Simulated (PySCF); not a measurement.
**Ionisation energy of Si³⁺ by level of theory**

Si³⁺ [Ne] 3s1 [3s1/2^1, M_J = 1/2] → Si⁴⁺ [Ne], as a difference of total energies. Computed with PySCF 2.14 in x2c-SVPall-2c, with the two-component X2C-1e Hamiltonian. Correlated levels: [Ne] frozen. "Screened" scales the spin-orbit matrix elements by Boettger's factors to mimic the two-electron term; Breit and QED terms are absent.

```csv
method,ionisation energy (eV),error (eV)
GHF (screened spin-orbit),44.465,-0.677
GMP2 (screened spin-orbit),44.465,-0.677
GCCSD (screened spin-orbit),44.465,-0.677
GCCSD(T) (screened spin-orbit),44.465,-0.677
```

Reference: 45.142 eV (measured; NIST Atomic Spectra Database, ionization energies).

Errors of the correlated levels include the incompleteness of this basis and the frozen core.
